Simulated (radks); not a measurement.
Q: All-electron atom: Tb in [Xe] 4f9 6s2 (the NIST ground configuration). Method: scalar-relativistic Kohn-Sham, PBE, spin-polarised, spherical densities, finite nucleus; open shells are filled with parallel spins first (spin-orbit coupling, left out, can overturn this in heavy ions); Fermi nuclear charge, rms radius 5.06 fm; computed with a radial shooting solver on a logarithmic mesh with Libxc functionals. Some entries of the table are withheld. Estimate them.

orbital,occ.,eigenvalue (hartree),<1/r> (bohr^-1),r(max) (bohr)
1s up,1,-1905.503,73.09,0.01364
1s down,1,-1905.503,73.09,0.01364
2s up,1,-315.8681,16.97,0.07750
2s down,1,-315.8668,16.97,0.07750
2p up,3,-280.6992,15.81,0.06280
2p down,3,-280.6983,15.81,0.06280
3s up,1,-70.07565,6.235,0.2198
3s down,1,-70.00758,6.240,0.2197
3p up,3,-59.22684,5.853,0.2158
3p down,3,-59.15905,5.858,0.2157
3d up,5,-45.07855,5.553,0.1765
3d down,5,-45.02672,5.557,0.1764
4s up,1,-13.93410,2.627,0.5048
4s down,1,-13.77855,2.627,0.5047
4p up,3,-10.36215,2.412,0.5270
4p down,3,-10.20788,2.411,0.5269
4d up,5,-5.45811,2.124,0.5469
4d down,5,-5.30543,2.122,0.5467
5s up,1,-1.77895,1.003,1.178
5s down,1,-1.69859,0.9886,1.188
5p up,3,-0.93790,0.8366,1.343
5p down,3,-0.87986,0.8192,1.360
4f up,7,-0.16417,1.522,0.5548
6s up,1,-0.13896,0.3037,3.483
6s down,1,-0.13340,0.2966,3.568
5d up,0,-0.05429,0.4164,(1)
6p up,0,-0.04404,0.2105,4.783
6p down,0,-0.04247,0.2056,4.886
5d down,0,-0.04137,0.3799,(2)
4f down,2,-0.03293,1.464,0.5573

A: 
(1) 5d up r(max) (bohr): 2.072
(2) 5d down r(max) (bohr): 2.203
